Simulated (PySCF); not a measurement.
N-methylpropan-2-imine (C4H9N), SMILES CC(C)=NC. Atoms are numbered in the order given.

```xyz
14

C      0.2319     1.9180     0.0000
N      0.8191     0.6044     0.0000
C      0.0571    -0.4148     0.0000
C      0.6796    -1.7791     0.0000
C     -1.4505    -0.3504     0.0000
H     -0.4053     2.0961     0.8870
H     -0.4053     2.0961    -0.8870
H      1.0213     2.6835     0.0000
H      0.3587    -2.3542     0.8848
H      0.3587    -2.3542    -0.8848
H      1.7728    -1.6882     0.0000
H     -1.8174     0.1982    -0.8833
H     -1.8174     0.1982     0.8833
H     -1.9085    -1.3483     0.0000
```

Geometry optimised at PBE0-D3(BJ)/def2-SVP.

Computed with PySCF with PBE0-D3(BJ)/def2-SVP.

Harmonic, unscaled wavenumbers; measured fundamentals usually lie a few per cent lower.

Computed normal modes with their intensities:
```tsv
mode	ν (cm⁻¹)	IR (km/mol)	moving atoms (share of kinetic energy)
1	67	0.3	H 96 %
2	104	0.8	H 97 %
3	190	1.8	H 90 %, C 9 %
4	281	5.1	H 42 %, N 31 %, C 27 %
5	295	2.4	C 61 %, H 34 %
6	388	1.6	C 49 %, H 42 %, N 9 %
7	514	0.4	C 41 %, H 37 %, N 21 %
8	567	4.3	C 51 %, H 28 %, N 21 %
9	804	0.8	C 58 %, H 27 %, N 15 %
10	908	0.1	H 81 %, C 19 %
11	952	2.8	H 68 %, C 32 %
12	1007	8.8	H 53 %, C 32 %, N 16 %
13	1084	3.6	H 53 %, C 44 %
14	1090	0.0	H 69 %, C 27 %
15	1105	3.9	H 46 %, C 30 %, N 24 %
16	1181	5.8	H 45 %, C 38 %, N 17 %
17	1270	14.7	C 53 %, H 43 %
18	1368	14.5	H 77 %, C 22 %
19	1385	32.0	H 60 %, C 39 %
20	1407	15.7	H 86 %, C 13 %
21	1437	15.4	H 95 %
22	1450	0.4	H 96 %
23	1452	9.1	H 87 %, C 12 %
24	1453	13.3	H 96 %
25	1461	2.4	H 91 %, C 9 %
26	1480	14.1	H 97 %
27	1793	97.3	C 57 %, N 40 %
28	3000	44.5	H 97 %
29	3045	10.4	H 97 %
30	3050	6.8	H 97 %
31	3073	31.5	H 91 %, C 9 %
32	3125	9.4	H 91 %, C 9 %
33	3130	4.3	H 91 %, C 9 %
34	3138	27.8	H 91 %, C 9 %
35	3172	9.1	H 91 %, C 9 %
36	3192	5.0	H 91 %, C 9 %
```
